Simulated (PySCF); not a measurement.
Computed IR spectrum (relative IR intensity) of a molecule C3H5BO2. Coordinates come from a PBE-D3(BJ)/def2-SVP optimisation. One conformer was computed; it need not be the lowest. The numbers are results of PBE-D3(BJ)/def2-SVP in PySCF 2.14.0, not measurements. Harmonic, unscaled wavenumbers; measured fundamentals usually lie a few per cent lower.

| ν (cm⁻¹) | relative intensity |
|---|---|
| 339 | 2.8 |
| 476 | 23 |
| 554 | 11 |
| 766 | 3.5 |
| 804 | 8.9 |
| 949 | 47 |
| 1001 | 7.2 |
| 1110 | 5.7 |
| 1216 | 33 |
| 1304 | 7.1 |
| 1371 | 5.6 |
| 1452 | 100 |
| 1560 | 43 |
| 2977 | 2.8 |
| 3028 | 2.3 |
| 3112 | 4.0 |
| 3748 | 18 |

Task: Which molecule gave these data?
(A) CC1=CB(O)O1
(B) O=C1CB(O)C1
(C) OB1C=COC1
(D) C=C=CB(O)O

Result: C, OB1C=COC1
